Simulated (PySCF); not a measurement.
CH3Be, SMILES [Be][CH3], multiplicity 2. Geometry: TPSSh-D3(BJ)/def2-TZVPD. The multiplicity is an assumed one; other spin states were not compared. The isomer is the one that the SMILES or the coordinates give; other isomers of the formula were not compared.

Problem. Give the equilibrium geometry at TPSSh-D3(BJ)/def2-TZVPD (PySCF confirms it by a frequency run) as bond lengths and angles, and its point group. (An estimate is asked for; the answer gives what the named calculation found.)

Solution. point group C3v.
Atoms: Be1 C2 H3 H4 H5. Bonded distances (Å): Be1–C2 1.697, C2–H3 1.097, C2–H4 1.097, C2–H5 1.097. Bond angles (°): Be1–C2–H3 111.5, Be1–C2–H4 111.5, Be1–C2–H5 111.5, H3–C2–H4 107.4, H3–C2–H5 107.4, H4–C2–H5 107.4.
Charge 0, spin multiplicity 2.
